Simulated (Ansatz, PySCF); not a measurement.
Molecule: sum formula H₅SiN₂O₂ (charge 0, doublet). It need not be the lowest isomer of its formula. 
Structure (B3LYP-D3(BJ)/def2-TZVP (Ansatz, a quantum-chemistry and plane-wave program) minimum search):
```
Si
O 1 1.6212
O 1 1.6411 2 119.29
H 3 0.9597 1 117.66 2 58.01
N 1 1.6968 2 109.36 3 127.45
H 5 1.0057 1 122.29 2 25.09
H 5 1.0058 6 113.47 1 -174.07
N 1 1.7282 2 99.26 5 122.53
H 8 1.0088 1 120.24 2 -61.81
H 8 1.0098 9 111.88 1 -149.13
```
Charge 0, spin multiplicity 2.

Quantity: atomisation energy (electronic, to ground-state atoms), in eV. Valence correlation only, unless marked. UHF or UKS for open shells. No spin-orbit coupling. Non-relativistic. The coupled-cluster limit lacks core correlation, which all-electron functionals hold. Basis-set limits of correlation are two-point, X^-3; Hartree-Fock from the larger set. [CCSD(T)-MP2]/basis is that difference in the basis named.

| level | program | atomisation energy (eV) | minus last row |
|---|---|---|---|
| HF/cc-pV(D+d)Z | Ansatz | 24.09 | -14.30 |
| HF-D3(BJ)/def2-TZVPD | PySCF + dftd3 | 27.16 | -11.23 |
| HF-D4/def2-TZVPD | PySCF + dftd4 | 26.33 | -12.06 |
| BLYP-D3(BJ)/def2-TZVPD | Ansatz + dftd3 | 38.90 | 0.51 |
| r2SCAN-D3(BJ)/def2-TZVPD | Ansatz + dftd3 | 38.41 | 0.02 |
| B3LYP-D4/def2-TZVPD | Ansatz + dftd4 | 38.50 | 0.11 |
| PBE0-D3(BJ)/def2-TZVPD | Ansatz + dftd3 | 38.04 | -0.35 |
| PBE0-D4/def2-TZVPD | Ansatz + dftd4 | 38.04 | -0.35 |
| PBE0/def2-QZVPP | Ansatz | 38.04 | -0.35 |
| BHLYP/def2-TZVPD | Ansatz | 36.54 | -1.85 |
| CAM-B3LYP/def2-TZVPD | Ansatz | 38.48 | 0.09 |
| LC-wPBE-D3(BJ)/def2-TZVPD | Ansatz + dftd3 | 38.21 | -0.18 |
| LC-wPBE/def2-TZVPD | Ansatz | 38.02 | -0.37 |
| wB97X-V/def2-TZVPD | Ansatz | 38.45 | 0.06 |
| B2GP-PLYP-D4/def2-TZVPD | Ansatz + dftd4 | 37.63 | -0.76 |
| B2PLYP-D3(BJ)/def2-TZVPD | Ansatz + dftd3 | 37.93 | -0.46 |
| RPA@PBE/cc-pV(Q+d)Z | Ansatz | 36.50 | -1.89 |
| RI-MP2/cc-pV(Q+d)Z | Ansatz | 38.47 | 0.08 |
| SCS-MP2/STO-3G | Ansatz | 28.01 | -10.38 |
| CCSD/cc-pV(D+d)Z | Ansatz | 33.08 | -5.31 |
| RI-MP2/CBS(cc-pV(T+d)Z,cc-pV(Q+d)Z)+[CCSD(T)-MP2]/cc-pV(T+d)Z | Ansatz | 38.39 | 0.00 |
